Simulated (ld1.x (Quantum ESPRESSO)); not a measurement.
**Si (Z = 14): excitation energies, all-electron against ultrasoft**

ld1.x (Quantum ESPRESSO) 7.5 input, shortened:

```
&input
   title='Si', zed=14., rel=1, dft='PBE', iswitch=3,
   config='[Ne] 3s2 3p2 3d-2'
 /
 &inputp
   pseudotype=3, tm=.true., lloc=-1, rcloc=1.40,
   nlcc=.false.,
   which_augfun='PSQ', rmatch_augfun_nc=.true.
 /
5
3S  1  0   2.00   0.00  1.70  1.95  0.0
3S  1  0   0.00   1.05  1.70  1.95  0.0
3P  2  1   2.00   0.00  1.40  1.70  0.0
3P  2  1   0.00   0.05  1.40  1.70  0.0
3D  3  2  -2.00  -0.05  1.10  1.45  0.0
 &test
   configts(1)='3s2 3p2'
 /
```

Energies are relative to the spin-unpolarised reference configuration 3s2 3p2; without spin polarisation the order of configurations can differ from experiment. The frozen-core shift is the all-electron ΔE with the core orbitals held at their reference shape minus the fully relaxed ΔE.

| valence configuration | charge | ΔE all-electron (eV) | error AE − PS (meV) | frozen-core shift (meV) |
| --- | --- | --- | --- | --- |
| 3s2 3p0 | +2 | 23.733 | +32 | +10 |
| 3s1 3p0 | +3 | 57.704 | +52 | +59 |
| 3s1 3p3 | 0 | 6.814 | +17 | +1.0 |
| 3s2 3p2.3 | -0.3 | -0.930 | +0.1 | 0.0 |
| 3s1 3p2 | +1 | 15.171 | +8.6 | +3.5 |
| 3s2 3p1.5 | +0.5 | 2.921 | +0.4 | +0.2 |

(1) What are ΔE and the potential's error for 3s2 3p1?

Levels in the configuration 3s1 3p3:

```
level  all-electron (eV)  pseudo (eV)
   3s            -11.562      -11.532
   3p             -4.669       -4.675
```

## Answers

(1) ΔE = 7.740 eV all-electron; the error (AE − PS) is +2.7 meV.
